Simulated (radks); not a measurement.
The numbers below are computed, except where a source is named.
Te3+, configuration [Kr] 4d9 5s1 5p3 (not the ground configuration).

Code: a radial shooting solver on a logarithmic mesh with Libxc functionals. Model: scalar-relativistic Kohn-Sham, r2SCAN, spin-unpolarised, spherical densities, finite nucleus; meta-GGA in the generalised Kohn-Sham scheme; Fermi nuclear charge, rms radius 4.7423 fm.

Energy parts (eV):
part                       energy
total                 -184795.100
kinetic                193625.020
electron-nucleus      -445044.341
Hartree                 71373.930
exchange-correlation    -4749.709

Orbitals (lengths in bohr, moments of r in powers of bohr; <r^-3> diverges for s and p1/2; r(90%) holds 90 % of the orbital's charge):
orbital  occ.  eigenvalue (eV)  r(90%)  <r^-3>     <r^2>
1s          2        -31727.35  0.0500       -  0.001049
2s          2        -4918.339   0.185       -   0.01693
2p          6        -4416.494   0.171    5396   0.01340
3s          2        -1019.242   0.472       -    0.1181
3p          6        -854.9965   0.480    1025    0.1186
3d         10        -607.1667   0.466   140.6    0.1042
4s          2        -209.1088    1.10       -    0.6542
4p          6        -157.5724    1.19   195.9    0.7539
4d          9         -81.7372    1.43   20.58     1.036
5s          1         -46.5755    2.69       -     3.943
5p          3         -34.4881    3.08   26.82     5.144

The highest occupied level is 5p at -34.488 eV. The electron density at the nucleus is 2.348e+05 e/bohr^3 (large components only). Summed over all electrons, <r^2> = 36.64 bohr^2, which gives a Langevin (diamagnetic) susceptibility term of -29 x 10^-6 cm^3/mol.
